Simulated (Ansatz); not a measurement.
Two spin states of LiAl, each at its own minimum; 2S+1 = 1, 3 were tried, and the measured ground state has 1.

Each state is the lowest solution found for its spin in def2 and cc sets. The singlet is a restricted closed-shell determinant, which can mix singlet states where a π or δ shell is part-filled.

Correlated levels freeze the inner cores; with def2 sets outer-core shells near the valence are correlated too.

Codes used: Ansatz (Gaussian basis) for Hartree–Fock, density functionals and correlated methods. Values without a source in brackets are computed.

| level | energy of the multiplicity-3 state above the multiplicity-1 state (eV) |
|---|---|
| PBE/def2-TZVPP | 0.089 |
| PBE0/def2-TZVPP | 0.044 |
| wB97X-V/def2-TZVPP | 0.238 |
| CCSD/def2-TZVPP | (withheld) |
| CCSD(T)/def2-TZVPP | (withheld) |

Fill in the missing entries.


- CCSD/def2-TZVPP, energy of the multiplicity-3 state above the multiplicity-1 state (eV): 0.221
- CCSD(T)/def2-TZVPP, energy of the multiplicity-3 state above the multiplicity-1 state (eV): 0.228

Doubts at one or more of the structures used: a restricted determinant that unrestricted orbitals would lower (CCSD/def2-TZVPP, CCSD(T)/def2-TZVPP).

Ansatz is a quantum-chemistry and plane-wave program.
